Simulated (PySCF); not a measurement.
Converging ZnH in the basis (PBE0)

PySCF, UKS reference; doublet, unpaired electrons σ ↑; De to Zn + H without counterpoise correction.

```json
{"basis": "def2-SVPD", "relativity": "no relativity", "functions": "42", "Re (Å)": "1.603", "ωe (cm⁻¹)": "1594", "De (eV)": "1.26", "μ (D)": "-0.60"}
{"basis": "cc-pVDZ-PP/cc-pVDZ", "relativity": "scalar-relativistic core potentials", "functions": "43", "Re (Å)": "1.603", "ωe (cm⁻¹)": "1581", "De (eV)": "1.00", "μ (D)": "-0.30"}
{"basis": "def2-TZVPPD", "relativity": "no relativity", "functions": "84", "Re (Å)": "1.611", "ωe (cm⁻¹)": "1565", "De (eV)": "1.05", "μ (D)": "-0.55"}
```

(1) How does each smaller set differ from the one with most functions, def2-TZVPPD?

A positive dipole means Zn(−)H(+). The state was picked by a PBE0 search and need not be the measured ground state.

Results:

(1) def2-SVPD: -0.8 pm, +1.9 % in ωe, +0.21 eV in De; cc-pVDZ-PP/cc-pVDZ: -0.8 pm, +1.0 % in ωe, -0.05 eV in De. All at PBE0; the set with most functions is neither the basis-set limit nor always the best. The rows treat relativity differently, so the differences are not basis effects alone.
